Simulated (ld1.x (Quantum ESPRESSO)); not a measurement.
## Logarithmic derivatives: B, PAW

```
Element                 : boron (B)
Generator               : ld1.x (Quantum ESPRESSO) 7.5
Type                    : PAW
Functional              : LDA (PZ)
Relativity              : scalar-relativistic
Frozen core             : [He]
Valence charge          : 3
Reference configuration : 2s2 2p1
Partial waves           : 2s (bound): rcut 1.05, rcutus 1.30 bohr; 2s channel at 1 Ry: rcut 1.05, rcutus 1.30 bohr; 2p (bound): rcut 1.70, rcutus 2.40 bohr; 2p channel at 2.25 Ry: rcut 1.70, rcutus 2.40 bohr
Local potential         : all-electron potential smoothed inside 1.00 bohr (lloc = -1)
Core correction         : a·sin(br)/r model core, default radius (ld1.x builds one for every PAW set, though the input has nlcc=.false.)
Augmentation charge     : BESSEL, radius 0.95 bohr
```

The phase is arctan(r·u′/u) with u = r·R(r), unwrapped; energies in Ry, scanned from -3 to 5 Ry. A pole is an energy at which the radial function vanishes at the test radius. The pseudo phase is shifted by a multiple of π to meet the all-electron one at the reference energy, and phase errors are pseudo minus all-electron; the curves can meet again beyond the range given. Levels narrower than the energy grid can be missing from the lists of poles.

```tsv
channel	radius (bohr)	reference energy (Ry)	poles, all-electron	poles, pseudo	unbroken range about the reference energy with phases within 0.05 rad	phase error 1 Ry above the reference energy (rad)
s	2.61	-0.69	-0.07	-0.07	the whole range	+0.000
p	2.61	-0.27	0.34	0.34, 4.63	below 4.9	-0.003
```

Phases in the s channel:

| E (Ry) | all-electron | pseudo |
| --- | --- | --- |
| -3.00 | 1.313 | 1.313 |
| -2.76 | 1.296 | 1.296 |
| -2.52 | 1.276 | 1.276 |
| -2.28 | 1.249 | 1.249 |
| -2.04 | 1.214 | 1.214 |
| -1.80 | 1.163 | 1.163 |
| -1.56 | 1.082 | 1.082 |
| -1.32 | 0.930 | 0.930 |
| -1.08 | 0.563 | 0.563 |
| -0.84 | -0.387 | -0.387 |
| -0.60 | -1.147 | -1.147 |
| -0.36 | -1.423 | -1.423 |
| -0.12 | -1.552 | -1.552 |
| 0.12 | -1.633 | -1.633 |
| 0.36 | -1.693 | -1.693 |
| 0.60 | -1.745 | -1.745 |
| 0.84 | -1.798 | -1.798 |
| 1.08 | -1.856 | -1.856 |
| 1.32 | -1.927 | -1.927 |
| 1.56 | -2.023 | -2.023 |
| 1.80 | -2.167 | -2.168 |
| 2.04 | -2.409 | -2.409 |
| 2.28 | -2.831 | -2.832 |
| 2.52 | -3.417 | -3.419 |
| 2.76 | -3.890 | -3.892 |
| 3.00 | -4.164 | -4.165 |
| 3.24 | -4.322 | -4.323 |
| 3.48 | -4.422 | -4.423 |
| 3.72 | -4.490 | -4.491 |
| 3.96 | -4.540 | -4.541 |
| 4.20 | -4.578 | -4.579 |
| 4.44 | -4.609 | -4.610 |
| 4.68 | -4.635 | -4.636 |
| 4.92 | -4.657 | -4.658 |
